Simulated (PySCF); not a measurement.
## Dipole response of Al⁺ (aluminium, charge +1)

[Ne] 3s2, closed-shell 1S. Calculation: PySCF 2.14, in aug-cc-pwCVQZ (10s9p7d5f3g, 134 functions); no relativity, point nucleus. Coupled (time-dependent) response in atomic units; α is the mean over directions.

```tsv
method	mean α (bohr³)	C₆ (like pair)	S(−4)
UHF	26.43	140.5	380.9
PBE	24.32	123.5	327.0
PBE0	24.84	127.6	339.9
B97-3	24.97	128.7	343.1
```

S(−4) is the Cauchy moment in α(ω) = α(0) + S(−4) ω² + …

α(iu) at B97-3:

```csv
u (hartree),α(iu) (bohr³)
0,24.97
0.0500,24.14
0.100,21.96
0.200,16.16
0.300,11.28
0.500,5.846
0.750,3.124
1.00,1.968
1.50,1.045
2.00,0.6873
3.00,0.3965
5.00,0.2011
```

A single London oscillator, α(iu) = α/(1 + u²/ω²), gives C₆ = (3/4) ω α². Matching the computed C₆ needs ω = 4 × 128.7 / (3 × 24.97²) = 0.275 hartree.

For an ion, C₆ is the dispersion term alone; charge-induced terms of lower order in 1/R come first.
